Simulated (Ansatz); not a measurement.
ZnSe, closed-shell singlet (lowest of 2S+1 = 1, 3 at CCSD(T)/def2-TZVPP on PBE0 minima; our sources give no spin for the ground state, which may be another), most abundant isotopes (63.9291 and 79.9165 u). Constants from fifth-degree fits in 1/R to seven points on the lowest solution found; no spin–orbit coupling, no relativity up to Kr; ω_e x_e and α_e move by some per cent with the fit.

Correlated levels freeze the inner cores; with def2 sets outer-core shells near the valence are correlated too. CBS: X⁻³ extrapolation of the correlation energy, Hartree–Fock from the larger set.

Run with Ansatz (Gaussian basis) for Hartree–Fock, density functionals and correlated methods. 

```csv
level,r_e (Å),ω_e (cm⁻¹),ω_e x_e (cm⁻¹),α_e (cm⁻¹)
PBE/def2-TZVPP,2.1885,323.0,1.11,0.000435
"CCSD(T)/CBS(def2-TZVPP, def2-QZVPP)",2.1607,333.6,1.08,0.000438
```

Q: Derive the rotational constants, the centrifugal constant, the fundamental, the zero-point energy and the force constant.

A: 
μ = 35.51720 u.
- PBE/def2-TZVPP: B_e = 16.8576/(μ r_e²) = 0.099098 cm⁻¹; B₀ = B_e − α_e/2 = 0.098880 cm⁻¹; D = 4B_e³/ω_e² = 3.73e-08 cm⁻¹; fundamental ω_e − 2ω_e x_e = 321 cm⁻¹; zero-point energy ω_e/2 − ω_e x_e/4 = 161 cm⁻¹; k = μ(2πcω_e)² = 218 N/m; the line J = 1 ← 0 at 2B₀ = 5.929 GHz
- CCSD(T)/CBS(def2-TZVPP, def2-QZVPP): B_e = 16.8576/(μ r_e²) = 0.10166 cm⁻¹; B₀ = B_e − α_e/2 = 0.10144 cm⁻¹; D = 4B_e³/ω_e² = 3.78e-08 cm⁻¹; fundamental ω_e − 2ω_e x_e = 331 cm⁻¹; zero-point energy ω_e/2 − ω_e x_e/4 = 167 cm⁻¹; k = μ(2πcω_e)² = 233 N/m; the line J = 1 ← 0 at 2B₀ = 6.082 GHz

Doubts at one or more of the structures used: a restricted determinant that unrestricted orbitals would lower (CCSD(T)/CBS(def2-TZVPP, def2-QZVPP)).

Ansatz is a program for electronic structure.
